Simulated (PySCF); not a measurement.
# Working out the ionisation energy of B(2+)

B(2+) [He] 2s1 (2S) → B(3+) 1s2 (1S). Computed with PySCF 2.14 in aug-cc-pCVTZ-DK (7s6p4d2f, 59 functions), with scalar relativity by spin-free X2C-1e. Frozen: nothing. Energies in hartree (1 hartree = 27.21139 eV):

| part | B(2+) (lower) | B(3+) (upper) |
| --- | --- | --- |
| UHF | -23.381983 | -21.991865 |
| MP2 opposite-spin | -0.040319 | -0.038557 |
| MP2 same-spin | -0.000978 | 0.000000 |

Question: What does Hartree-Fock give?

Answer: (-21.991865) − (-23.381983) = 1.390118 hartree = 37.827 eV.

Question: What do MP2 and SCS-MP2 (6/5 opposite-spin, 1/3 same-spin) give?

Answer: The opposite-spin parts differ by 0.048 eV and the same-spin parts by 0.027 eV. MP2: 37.827 + (0.048) + (0.027) = 37.902 eV. SCS-MP2: 37.827 + 1.2 × (0.048) + (0.027)/3 = 37.894 eV.

Measured between the centres of the two terms (NIST): 37.931 eV, so MP2 (valence and next inner shell) is off by -0.029 eV.

What remains against the reference includes basis incompleteness and correlation beyond second order.
